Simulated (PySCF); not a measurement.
## [CrF5]+: fields on a plane

These are results of PySCF, PBE0, basis Cr def2-SVP, F def2-SVP (no relativity, density fitting), not measurements.

The singlet minimum has Cr–F 1.630 Å (×3), Cr–F 1.667 Å (×2); F–Cr–F 90.0° (×6), F–Cr–F 120.0° (×3), F–Cr–F 180.0°.

The plane holds Cr1 at (0.00, 0.00), F2 at (1.67, 0.00), F3 at (-1.67, 0.00), F4 at (0.00, 1.63) Å. Columns run from x = -3.75 to 4.05 Å, rows from y = 4.05 (top) to -1.95 Å, in steps of 0.3 Å. Other isomers or separated fragments may lie lower.

Problem. Give the electrostatic potential (V) (cut at 20 V). Lower edges of the bins (V): '0' 2.50, '1' 2.60, '2' 2.77, '3' 3.03, '4' 3.44, '5' 4.09, '6' 5.12, '7' 6.76, '8' 9.36, '9' 13.48; top 20.0.

Solution. 
```
012223333444444443333222100
122333344444444444433332210
223334444455555544444333221
233344445555555555444433322
333444555556666555554443332
334445555667777665555444332
344455566678998766655544433
344555666789999876665554433
444555667799999977665554443
445556677899999987766555443
445566778899999988776655443
445567899999999999987655443
445568999999999999998655444
445679999999999999999765444
445679999999999999999765444
445568999999999999998655444
445567899999999999987655443
445566778899999988776655443
445556677788998877766555443
444555667778888777665554443
344555666677777766665554433
```

Problem. Give the electron density (e/Å³) (cut at 5 e/Å³). Every second row and column.

Solution. 
```
0.00 0.00 0.00 0.00 0.00 0.00 0.00 0.00 0.00 0.00 0.00 0.00 0.00 0.00
0.00 0.00 0.00 0.00 0.00 0.00 0.00 0.00 0.00 0.00 0.00 0.00 0.00 0.00
0.00 0.00 0.00 0.00 0.00 0.02 0.05 0.03 0.01 0.00 0.00 0.00 0.00 0.00
0.00 0.00 0.00 0.00 0.01 0.20 1.45 0.68 0.06 0.00 0.00 0.00 0.00 0.00
0.00 0.00 0.00 0.00 0.04 0.83 5.00 4.66 0.15 0.01 0.00 0.00 0.00 0.00
0.00 0.00 0.03 0.12 0.15 0.35 2.34 1.09 0.17 0.15 0.06 0.01 0.00 0.00
0.00 0.01 0.19 2.86 2.74 0.74 5.00 2.74 0.96 4.51 0.84 0.05 0.00 0.00
0.00 0.01 0.32 5.00 5.00 1.49 5.00 5.00 2.01 5.00 1.91 0.07 0.00 0.00
0.00 0.00 0.08 0.57 0.60 0.27 1.14 0.55 0.32 0.82 0.23 0.02 0.00 0.00
0.00 0.00 0.01 0.03 0.04 0.04 0.07 0.06 0.04 0.04 0.01 0.00 0.00 0.00
0.00 0.00 0.00 0.00 0.00 0.01 0.01 0.01 0.00 0.00 0.00 0.00 0.00 0.00
```
